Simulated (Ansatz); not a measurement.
Nudged elastic band run: CH5MgNO

input.yaml

```yaml
crystal:
  periodic: [false, false, false]
  atoms:
    - { symbol: C, position_ang: [0.099035, 0.516606, -1.512278] }
    - { symbol: "N", position_ang: [-0.179654, -0.500718, -0.539654] }
    - { symbol: Mg, position_ang: [-0.039697, -0.444983, 1.342782] }
    - { symbol: O, position_ang: [0.168998, -0.430005, 3.099467] }
    - { symbol: H, position_ang: [0.912879, 0.249541, -2.236078] }
    - { symbol: H, position_ang: [-0.785056, 0.807556, -2.137744] }
    - { symbol: H, position_ang: [0.436778, 1.460422, -1.024753] }
    - { symbol: H, position_ang: [-0.492808, -1.363419, -1.000226] }
    - { symbol: H, position_ang: [-0.120476, -0.294979, 4.008473] }
basis:
  gaussian: { orbitals: def2-SVP }
hamiltonian:
  xc: lda
neb:
  order_check: false
  images: 7
  f_tol: 0.03
  max_iterations: 60
  initial_path: idpp
  final_atoms:
    - { symbol: C, position_ang: [0.10900699, 0.51369309, -1.51170343] }
    - { symbol: "N", position_ang: [-0.18359758, -0.50290123, -0.54250728] }
    - { symbol: Mg, position_ang: [-0.12498889, -0.42287011, 1.34336197] }
    - { symbol: O, position_ang: [-0.14918464, -0.33657908, 3.10795091] }
    - { symbol: H, position_ang: [0.94778192, 0.25419648, -2.20893255] }
    - { symbol: H, position_ang: [-0.76021991, 0.7894087, -2.16419445] }
    - { symbol: H, position_ang: [0.41982631, 1.46406349, -1.01909865] }
    - { symbol: H, position_ang: [-0.46480978, -1.37458465, -1.00662579] }
    - { symbol: H, position_ang: [0.20618459, -0.38440571, 4.00173828] }
```

Command:

```bash
$ ansatz run input.yaml --threads 1 --pin off --max-ram 2048MiB --backend cpu --events-out ev --progress --plain --runs-dir out
```

Output, in part (warnings, iteration lines, the closing report on the highest movable image, with atoms numbered from 0):

```
NEB end point (image 0): max|allowed force component| = 1.500e-2 eV/Å (the criterion of neb.relax_end_points is 1.000e-2)
NEB end point (image 8): max|allowed force component| = 4.020e-3 eV/Å (the criterion of neb.relax_end_points is 1.000e-2)
NEB iter   1: max|band force component| = 3.116e-1 eV/Å  barrier→ = 0.0040 eV  barrier← = 0.0040 eV  CI = image 4  Δτ_max = 0.0296 Å  (236 SCF iters)
NEB iter   2: max|band force component| = 1.849e-1 eV/Å  barrier→ = 0.0019 eV  barrier← = 0.0019 eV  CI = image 4  Δτ_max = 0.0506 Å  (209 SCF iters)
NEB iter   3: max|band force component| = 7.582e-2 eV/Å  barrier→ = 0.0011 eV  barrier← = 0.0011 eV  CI = image 3  Δτ_max = 0.0376 Å  (208 SCF iters)
NEB iter   4: max|band force component| = 8.527e-3 eV/Å  barrier→ = 0.0011 eV  barrier← = 0.0011 eV  CI = image 4  Δτ_max = 0.0000 Å  (371 SCF iters)
Total energy: -10032.40231559 eV, -368.6839848915 hartree
Atom 0 at     0.150716     0.500683    -1.517964 Å, force    -0.000295     0.000114    -0.000086 eV/Å
Atom 1 at    -0.167910    -0.505240    -0.546046 Å, force    -0.000612     0.001286     0.000741 eV/Å
Atom 2 at    -0.121705    -0.421121     1.339671 Å, force    -0.002066     0.000564    -0.001982 eV/Å
Atom 3 at    -0.081662    -0.356903     3.093738 Å, force     0.001613    -0.000941     0.000578 eV/Å
Atom 4 at     0.992653     0.224242    -2.204928 Å, force    -0.000043    -0.000316     0.000695 eV/Å
Atom 5 at    -0.707236     0.785537    -2.181287 Å, force     0.000365     0.000109    -0.000535 eV/Å
Atom 6 at     0.470779     1.449328    -1.028141 Å, force     0.000154    -0.000221     0.000013 eV/Å
Atom 7 at    -0.460560    -1.374052    -1.008329 Å, force     0.000956    -0.000790     0.000515 eV/Å
Atom 8 at    -0.075075    -0.302454     4.053275 Å, force    -0.000072     0.000194     0.000061 eV/Å
Dipole moment:    -0.025790    -0.056756     0.044369 e Å
```

The run converged. The top lies less than 8 meV above the higher end, about what the thresholds resolve: that end is a shoulder or a very shallow well. A vibrational analysis at the climbing image gives one clearly imaginary mode, 86i cm⁻¹: a first-order saddle point.

Final band:

```tsv
image	path coordinate (Å)	energy (eV)
0	0.00	0.000
1	0.07	0.000
2	0.13	0.001
3	0.20	0.001
4	0.26	0.001
5	0.33	0.001
6	0.39	0.001
7	0.46	0.000
8	0.53	0.000
```

The run took 56 s on 1 thread of Arm Neoverse V1, on a shared host, peak memory 0.26 GiB.
